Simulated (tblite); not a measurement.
Start geometry of `C#CCN1C[C@H](C)C(C)=N1` from a force field or distance geometry (Å):
```
atom  x, y, z in Å
C1     3.905    0.258    1.721
C2     3.163   -0.077    0.815
C3     2.301   -0.493   -0.287
N4     0.952    0.009   -0.062
C5     0.048   -0.432    0.990
C6    -1.306   -0.186    0.334
C7    -1.706   -1.407   -0.443
C8    -0.978    0.923   -0.598
C9    -2.012    1.786   -1.211
N10    0.278    0.981   -0.782
H11    4.537    0.581    2.524
H12    2.346   -1.589   -0.412
H13    2.645   -0.001   -1.213
H14    0.132   -1.512    1.200
H15    0.165    0.196    1.896
H16   -2.060    0.109    1.108
H17   -0.881   -2.030   -0.785
H18   -2.273   -1.087   -1.345
H19   -2.406   -1.987    0.209
H20   -2.412    1.310   -2.146
H21   -2.875    1.891   -0.531
H22   -1.572    2.777   -1.383
```

Problem. What comes out of this run: GFN2-xTB geometry optimisation, gas phase in tblite 0.8.0?

Solution. 
```
atom  x, y, z in Å
C1     3.835   -0.190    1.992
C2     3.193   -0.031    0.996
C3     2.389    0.136   -0.201
N4     1.029    0.479    0.140
C5     0.198   -0.533    0.797
C6    -1.229   -0.158    0.367
C7    -2.067   -1.342   -0.103
C8    -0.921    0.850   -0.732
C9    -1.961    1.487   -1.576
N10    0.319    1.124   -0.821
H11    4.414   -0.316    2.858
H12    2.440   -0.795   -0.796
H13    2.787    0.958   -0.802
H14    0.469   -1.540    0.444
H15    0.357   -0.490    1.875
H16   -1.756    0.351    1.182
H17   -1.600   -1.825   -0.960
H18   -3.063   -1.012   -0.392
H19   -2.166   -2.073    0.696
H20   -2.457    0.742   -2.198
H21   -2.718    1.960   -0.950
H22   -1.504    2.236   -2.216
```

The energy falls by 16.8 kcal/mol over 155 L-BFGS steps, the largest force on an atom goes from 2.19 to 0.007 eV/Å, and the atoms move by 0.665 Å rms after alignment. The bond that changes most is C6–C8 (sp3 CH carbon to C=N carbon), which lengthens by 0.037 Å. Bonds longer at the end by more than 0.005 Å: 4 of 22; shorter: 13. Among the angles that change most is C3–N4–N10, from 127.7° to 116.0°. Among the dihedrals that turn most is N10–N4–C5–H15, from -89° to -136°. Rotational constants go from 2872, 780.3, 700.1 to 2970, 771.8, 653.1 MHz. The orientation of the end geometry is arbitrary; only internal coordinates are fixed.

Its GFN2-xTB frequencies are all real (lowest 40 cm⁻¹). One conformer, not necessarily the lowest. 3 starts were optimised and ended at 0.00, 0.04 and 2.03 kcal/mol (GFN2-xTB); the lowest of these is shown.

The numbers are calculated, not measured.
